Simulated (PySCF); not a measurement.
C3H4F2Si, SMILES C(C#C)(F)(F)[SiH3]. Atoms are numbered in the order given.

```xyz
10

C      0.9410    -2.3958     0.0000
C      0.2848    -1.3648     0.0000
C     -0.3913    -0.0680     0.0000
F     -1.2068     0.0425    -1.1131
F     -1.2068     0.0425     1.1131
Si     0.8438     1.4374     0.0000
H      1.5035    -3.3199     0.0000
H      1.6919     1.3580    -1.2345
H      0.0149     2.6871     0.0000
H      1.6919     1.3580     1.2345
```
Charge 0, spin multiplicity 1.

Coordinates come from a PBE-D3(BJ)/def2-SVP optimisation. The structure was generated by enumeration, and PubChem lists no compound with its InChIKey, so it may never have been made.

Two levels are set side by side: PBE/pcSseg-1 (PySCF) and HF/pcSseg-1 (PySCF). GIAO shifts against CFCl3 (¹⁹F), TMS (²⁹Si), TMS (¹H), TMS (¹³C) at the same level; non-relativistic, no solvent, atoms listed together averaged. Differences are taken from unrounded values.

```tsv
quantity	HF	PBE	PBE minus HF
δ(¹³C) of C1 (ppm)	97.0	89.3	-7.8
δ(¹³C) of C2 (ppm)	75.1	82.5	7.4
δ(¹³C) of C3 (ppm)	108.0	129.7	21.7
δ(¹⁹F) of F4, F5 (ppm)	-97.3	-123.6	-26.2
δ(²⁹Si) of Si6 (ppm)	-49.3	-59.2	-9.9
δ(¹H) of H7 (ppm)	4.29	3.48	-0.81
```

Rough cost on one machine, each run with all the roots and properties that it gave: HF against PBE within a factor of 2.
